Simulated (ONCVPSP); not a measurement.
iron (Fe): excitation energies, all-electron against ONCV

```
Element                 : iron
Generator               : ONCVPSP 4.0.1
Type                    : optimised norm-conserving Vanderbilt (ONCV)
Functional              : PBEsol
Relativity              : scalar-relativistic
Frozen core             : [Ne]
Valence charge          : 16
Reference configuration : 3s2 3p6 3d6 4s1.5 (charge +0.5)
Partial waves           : 3s+4s: rc 1.25 bohr, ncon 5, nbas 9, qcut 7.8 1/bohr, 2 projectors; 3p: rc 1.40 bohr, ncon 4, nbas 8, qcut 11.5 1/bohr, 3 projectors, debl 2 Ha; 3d: rc 1.05 bohr, ncon 4, nbas 8, qcut 11.7 1/bohr, 3 projectors, debl 2.1 Ha
Local potential         : polynomial inside 1.05 bohr (lpopt 4, dvloc0 2 Ha)
Core correction         : Teter function, fcfact 3, rcfact 1.15
```

In the p channel the program set the typed energies aside and used -2.352, 0.250, 2.250 Ha.

Energies are relative to the spin-unpolarised reference configuration 3s2 3p6 3d6 4s1.5; without spin polarisation the order of configurations can differ from experiment.

| valence configuration | charge | ΔE all-electron (eV) | error AE − PS (meV) |
| --- | --- | --- | --- |
| 3s2 3p6 3d6 4s2 | 0 | -3.494 | +0.4 |
| 3s2 3p6 3d6 4s0 | +2 | 21.368 | -0.3 |
| 3s2 3p6 3d6 4s0 4p1 | +1 | 10.328 | -0.6 |

Task: What are ΔE and the potential's error for 3s2 3p6 3d6 4s1?

Result: ΔE = 5.251 eV all-electron; the error (AE − PS) is -0.3 meV.
